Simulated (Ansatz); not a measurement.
Total energies of Cu2H4 (the lowest singlet isomer of a short search) from Ansatz at PBE0-D4/def2-TZVP, gas phase (1 Eh = 27.2114 eV = 2625.5 kJ/mol). The reference geometry is relaxed at r2SCAN-D4/def2-TZVP.

Cartesian coordinates in Å:
```
Cu 1.423 0.716 0.536
Cu -0.381 -0.581 -0.167
H -1.850 -1.124 -0.709
H 1.640 2.194 0.700
H 1.094 -0.884 0.325
H -1.925 -0.323 -0.685
```

| state | geometry | energy (Eh) |
| --- | --- | --- |
| charge 0 singlet | reference | -3282.91672 |
| charge 1 doublet | reference | -3282.61647 |
| free Cu atom (doublet) | – | -1640.24417 |
| free H atom (doublet) | – | -0.50104 |

Question: Work out the vertical ionisation energy to the doublet.

Answer: E(charge 1 doublet) − E(charge 0 singlet) = -3282.61647 − (-3282.91672) = 0.30025 Eh = 8.17 eV. For comparison, −ε of the highest occupied level is 6.03 eV at this level, 2.14 eV less.

Question: What is the binding energy per atom against free atoms?

Answer: Atoms: 2 × (-1640.24417) + 4 × (-0.50104) = -3282.49250 Eh. Binding: -3282.49250 − (-3282.91672) = 0.42422 Eh = 11.54 eV, or 1.92 eV for each of 6 atoms (no zero-point energy, no counterpoise term).

The structure comes from a short search, and lower isomers may exist.
